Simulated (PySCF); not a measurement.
ethyl(prop-1-ynyl)silane (C₅H₁₀Si), SMILES CC#C[SiH2]CC.

Geometry optimised at TPSSh-D3(BJ)/def2-SVP. The values are those of a single conformer.

All values below come from TPSSh-D3(BJ)/def2-SVP (PySCF).

Frequencies are harmonic and unscaled.

A small imaginary wavenumber (i) marks a very flat motion, where grid noise or a shallow saddle decides the sign.

Computed normal modes with their intensities:
```tsv
mode	ν (cm⁻¹)	IR (km/mol)	moving atoms (share of kinetic energy)
1	8i	0.0	H 98 %
2	56	0.6	C 64 %, H 28 %, Si 8 %
3	91	1.6	C 51 %, H 47 %
4	150	4.4	C 67 %, H 28 %
5	188	4.8	C 59 %, H 39 %
6	221	0.1	H 74 %, C 21 %
7	296	6.0	C 48 %, H 38 %, Si 14 %
8	376	1.3	C 77 %, H 22 %
9	408	1.6	C 79 %, H 19 %
10	509	23.2	C 43 %, Si 41 %, H 16 %
11	562	30.4	H 61 %, Si 24 %, C 15 %
12	650	7.3	C 42 %, H 39 %, Si 19 %
13	701	39.0	H 71 %, C 18 %, Si 11 %
14	756	10.8	H 85 %, C 12 %
15	854	273.8	H 86 %, Si 11 %
16	960	101.7	H 96 %
17	977	20.1	H 72 %, C 26 %
18	989	56.7	H 81 %, C 16 %
19	1036	1.5	H 68 %, C 32 %
20	1037	1.7	H 68 %, C 32 %
21	1050	9.3	C 63 %, H 37 %
22	1062	40.5	C 82 %, H 13 %
23	1255	6.0	H 78 %, C 22 %
24	1260	0.4	H 64 %, C 36 %
25	1399	5.1	H 78 %, C 22 %
26	1406	0.9	H 82 %, C 18 %
27	1444	3.7	H 92 %, C 8 %
28	1462	7.0	H 97 %
29	1462	7.6	H 97 %
30	1495	3.0	H 96 %
31	1497	4.5	H 97 %
32	2238	131.4	H 96 %
33	2244	153.4	H 95 %
34	2272	71.6	C 97 %
35	3023	30.4	H 95 %
36	3026	25.5	H 97 %
37	3026	19.9	H 97 %
38	3071	6.6	H 91 %, C 9 %
39	3104	29.6	H 91 %, C 9 %
40	3110	5.0	H 91 %, C 9 %
41	3110	5.0	H 91 %, C 9 %
42	3112	28.1	H 91 %, C 9 %
```
